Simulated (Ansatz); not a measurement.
System: SiH3S, charge 0, doublet. SiH3S (SMILES [SiH2]S, doublet).
B3LYP-D3(BJ)/def2-TZVP minimum from Ansatz (an electronic-structure program):
```
Si
H 1 1.4850
H 1 1.4896 2 110.30
S 1 2.1473 2 104.60 3 119.37
H 4 1.3443 1 95.22 2 -171.41
```
Charge 0, spin multiplicity 2.

Property: atomisation energy (electronic, to ground-state atoms), in kcal/mol. Open shells are spin-unrestricted; no spin-orbit coupling. CBS(X,Y): correlation extrapolated as X^-3, Hartree-Fock from the larger set. A bracket is a step between two methods taken in the basis named. The functionals are non-relativistic, so their misses hold any scalar relativity. Double hybrids freeze cores in their MP2 part. 'core' is core correlation in cc-pwCVTZ (1s frozen past Ne), 'X2C' scalar relativity in cc-pVTZ-DK, both at CCSD(T). For partners of very few electrons the exact lower level stands in for a higher one.

CCSD(T)/CBS(cc-pV(T+d)Z,cc-pV(Q+d)Z) + [CCSDT(Q) - CCSD(T)]/cc-pV(T+d)Z + core + X2C (Ansatz) gives 312.5 kcal/mol.

Task: What does PBE/def2-TZVPD (Ansatz) give here, and how do the other levels compare?

Result: PBE gives 311.1 kcal/mol, 1.4 kcal/mol below it. Differences of the others: r2SCAN/def2-TZVPD (Ansatz) 3.1; B3LYP/def2-TZVPD (Ansatz) -3.6; PBE0/def2-TZVPD (Ansatz) -3.6; B2PLYP/def2-TZVPD (Ansatz) -7.1; CCSD(T)/CBS(cc-pV(T+d)Z,cc-pV(Q+d)Z) + core + X2C (Ansatz) -0.2 kcal/mol. Nearer than PBE: CCSD(T)/CBS(cc-pV(T+d)Z,cc-pV(Q+d)Z) + core + X2C.
